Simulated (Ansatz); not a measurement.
Program: Ansatz. Geometries: PBE0-D4/def2-TZVP. ΔE: electronic, gas phase. CCSD(T)/CBS is the MP2 limit (def2-TZVPP, def2-QZVPP) plus CCSD(T) − MP2 in def2-TZVPP, frozen cores. Functionals use def2-TZVPP. HSE06 is defined as in plane-wave codes. For Se outer-core shells are correlated without core-valence functions, which leaves a few kJ/mol of doubt a bond. Scalar relativity is left out up to krypton. One conformer a species, not always the lowest.

Consider the ligand exchange at the Si–O bond: `F[SiH]([SeH])O[SiH3]` + `OCS[SiH3]` → `[SiH3]OCS[SiH3]` + `O[SiH](F)[SeH]`.

Is it downhill or uphill in electronic energy at CCSD(T)/CBS, and by how much? (Best estimate.)

Computed: Uphill: ΔE = +4.5 kcal/mol.

What do these levels give: HSE06-D4, BHLYP-D4, ωB97M-V, B2PLYP, r2SCAN, HSE06, CAM-B3LYP, RPA@PBE/def2-TZVPP, CCSD/def2-SVP, HF/def2-TZVPP, SCS-MP2/def2-TZVPP, CCSD/CBS(def2)? (Best estimate.)

Computed: HSE06-D4 4.2, BHLYP-D4 4.7, ωB97M-V 3.8, B2PLYP 4.0, r2SCAN 4.4, HSE06 4.2, CAM-B3LYP 3.8, RPA@PBE/def2-TZVPP 3.9, CCSD/def2-SVP 3.9, HF/def2-TZVPP 5.1, SCS-MP2/def2-TZVPP 4.0, CCSD/CBS(def2) 4.6 kcal/mol.

Largest T1 diagnostic among the species: 0.012.

In def2-TZVPP, CCSD(T) changes the Hartree–Fock value by −1.1 kcal/mol (the triples alone add −0.1 kcal/mol) and MP2 by −1.4 kcal/mol. Leaving LDA and LC-ωPBE aside and taking each functional with its dispersion term where it has one, the values, not all of them listed here, spread over 1.3 kcal/mol, from revPBE-D4 to BHLYP-D4. At CCSD(T), def2-SVP lies −0.7 kcal/mol from the extrapolated value and def2-TZVPP −0.4 kcal/mol.
